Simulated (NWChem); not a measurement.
Basis-set dependence for H₃AlO₃

SMILES: [OH][Al]([OH])[OH]
```xyz
7

Al     0.0000     0.0000     0.0000
O      1.4664     0.8512     0.0000
H      1.5233     1.8076     0.0000
O     -1.4703     0.8444     0.0000
H     -2.3271     0.4157     0.0000
O      0.0038    -1.6956     0.0000
H      0.8033    -2.2235     0.0000
```
Charge 0, spin multiplicity 1.

Everything below was run with NWChem. All single points use one geometry, from PBE0/def2-SVP, a minimum by its harmonic frequencies. It is one conformer; others weren't searched.

Hartree-Fock energies in Ha, correlation energies in mHa.

The correlated methods keep 8 core orbitals frozen. The structure started from a generated list of species. Coupled-cluster values serve here as a point of comparison, not as the truth.

| basis | functions | RHF | MP2 | SCS-MP2 | CCSD | CCSD+T(CCSD) | CCSD(T) | CR-CCSD[T] | CR-CCSD(T) |
|---|---|---|---|---|---|---|---|---|---|
| 3-21G | 46 | -465.84927 | -381.9 | -374.5 | -391.7 | -400.4 | -399.2 | -398.8 | -397.8 |
| def2-SVP | 75 | -468.16928 | -623.4 | -604.8 | -639.4 | -652.2 | -651.2 | -649.4 | -648.6 |
| def2-TZVP | 148 | -468.54965 | -792.2 | -774.8 | not run | not run | not run | not run | not run |

From def2-SVP to def2-TZVP the Hartree-Fock energy moves by -380.4 mHa and the MP2 correlation energy by -168.8 mHa, which is 21 % of its value in the larger set.
